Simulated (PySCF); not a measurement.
## NMR data sheet: C$_{3}$H$_{9}$FN$_{2}$Si$_{2}$

| Property | Result |
| --- | --- |
| Formula | C3H9FN2Si2 |
| SMILES | [H]/N=C\C=C/N([SiH3])[SiH2]F |
| Point group of the computed structure | C1 |
| Degrees of unsaturation | 2 |
| Carbon signals | 3 |
| Proton signals | 6 |

Numbering as in the mapped SMILES `[H]/[N:1]=[CH:2]\[CH:3]=[CH:4]/[N:5]([SiH3:6])[SiH2:7][F:8]`; H(Xn) means a hydrogen on atom n.

No solvent, rapidly exchanging positions averaged, non-relativistic, a single conformation. NMR shieldings at PBE0/pcSseg-1/GIAO; GFN2-xTB geometry; PySCF 2.14.

Referencing at the same level of theory: 1H, 13C, 29Si against TMS; 19F against CFCl3; NH3 for 15N.

```tsv
carbon	δC, type	δH (multiplicity)	HMBC from (2–3 bonds)	span of the C tensor (ppm)
C2	166.9, CH	8.56 (d)	H(C4), H(C3)	227
C3	117.0, CH	5.11 (m)	H(C2), H(C4)	145
C4	144.9, CH	6.55 (m)	H(C2), H(Si7), H(C3), H(Si6)	207
```

Other nuclei:
```json
{"atoms": "H(N1)", "nucleus": "1H", "environment": "hydrogen on an imine nitrogen", "δ (ppm)": "10.19", "σ (ppm)": "21.52"}
{"atoms": "H(Si7)", "nucleus": "1H", "environment": "hydrogen on a silicon bonded to F, N", "δ (ppm)": "5.25", "σ (ppm)": "26.46"}
{"atoms": "H(Si6)", "nucleus": "1H", "environment": "hydrogen on a silicon bonded to N", "δ (ppm)": "4.87", "σ (ppm)": "26.85"}
{"atoms": "F8", "nucleus": "19F", "environment": "fluorine bonded to Si", "δ (ppm)": "-203.0", "σ (ppm)": "373.9"}
{"atoms": "Si7", "nucleus": "29Si", "environment": "silicon bonded to F, N, 2 H", "δ (ppm)": "-15.3", "σ (ppm)": "364.4"}
{"atoms": "Si6", "nucleus": "29Si", "environment": "silicon bonded to N, 3 H", "δ (ppm)": "-55.5", "σ (ppm)": "404.6"}
{"atoms": "N1", "nucleus": "15N", "environment": "imine nitrogen", "δ (ppm)": "346.2", "σ (ppm)": "-78.4"}
{"atoms": "N5", "nucleus": "15N", "environment": "enamine nitrogen", "δ (ppm)": "71.6", "σ (ppm)": "196.1"}
```

- Carbon types of the structure: 3 × CH, leaving 6 H on heteroatoms.
- δC 166.9: C=N carbon.
- δC 144.9: alkene carbon bearing nitrogen; an sp2 carbon further deshielded by the attached heteroatom.
- δC 117.0: β carbon of an enol-ether or enamine type C=C.
- δH 10.19: hydrogen on an imine nitrogen; exchangeable, gas-phase position.
- δH 8.56: hydrogen on a C=N carbon.

The OH or NH signal is concentration- and solvent-dependent in practice; the value given is the gas-phase one. Splittings by 19F in the carbon and heteronuclear signals aren't shown, as no couplings were computed. Shifts are as computed. Against solution values, carbons near 30 ppm lie about +3 ppm off and those near 130 ppm about +5 ppm. Of 1211 compounds with measured shifts, 218 miss one by over three times the rms of a fit or turn the order of signals round; such compounds aren't used in these exercises. Unscaled 19F shifts against computed CFCl3 carry errors that often reach 10 to 50 ppm. Experimental scales use liquid or dissolved standards, which lie at an offset from isolated NH3 (liquid NH3: subtract about 20 ppm). Unscaled 15N shifts of sp2 nitrogen come out 20 to 40 ppm too high even then. No couplings were computed; multiplicities are counted from neighbouring protons, with m where these are inequivalent, close in shift, in a saturated or five-membered ring or joined by F or P, and br s for small geminal =CH2 splittings.
